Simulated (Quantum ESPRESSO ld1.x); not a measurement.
Question: Species: C V. Configuration: 1s1 2p1 (not the ground configuration). Method: scalar-relativistic Kohn-Sham, LDA (Slater exchange, VWN5 correlation), spin-polarised, spherical densities, point nucleus; open shells are filled with parallel spins first; computed with ld1.x of Quantum ESPRESSO 7.5. Some entries of the table are withheld. Estimate them.

orbital  occ.  eigenvalue (hartree)  <r^2> (bohr^2)  r(max) (bohr)
1s up       1              -15.2626             (1)         0.1676
1s down     0              -13.4457             (2)         0.1741
2p up       1                   (3)           1.129         0.7650
2p down     0                   (4)           1.372         0.8378

Answer: 
(1) 1s up <r^2> (bohr^2): 0.08699
(2) 1s down <r^2> (bohr^2): 0.09643
(3) 2p up eigenvalue (hartree): -2.85691
(4) 2p down eigenvalue (hartree): -2.45648
